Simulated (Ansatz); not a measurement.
Frontier orbitals of `CN[SiH](C)F`.

Cartesian coordinates in Å:
```
C -0.0846 1.7453 -0.5523
N -0.8480 0.8004 0.2350
Si -0.6603 -0.8884 0.2546
C 1.1262 -1.3752 0.3520
F -1.2395 -1.6098 -1.0646
H 0.8852 1.3142 -0.8086
H 0.1112 2.6622 0.0116
H -0.5790 2.0203 -1.4913
H -1.7212 1.1727 0.5730
H -1.4873 -1.3877 1.3796
H 1.6832 -1.0333 -0.5239
H 1.2162 -2.4633 0.3911
H 1.5979 -0.9574 1.2439
```

Total charge 0; spin multiplicity 1. Geometry: relaxed with PBE0-D4/def2-TZVP. It is one conformer, not always the lowest. Basis def2-TZVPP, Ansatz.

Orbital energies of one run (eV). Highest occupied ones, from the top: -5.63, -7.40, -8.20, -9.16, -9.45, -9.56, -9.92, -10.14, -10.49, -10.86, -11.80, -12.92, -16.40, -17.12. Empty: 0.18, 0.44, 0.96, 1.43, 1.83, 2.10.

**Question.** Which functional gave them?
A. r2SCAN0
B. r2SCANh
C. ωB97X-V
D. BLYP

**Answer.** D. HOMO energies: BLYP -5.63, r2SCAN0 -7.34, r2SCANh -6.54, ωB97X-V -9.61 eV.
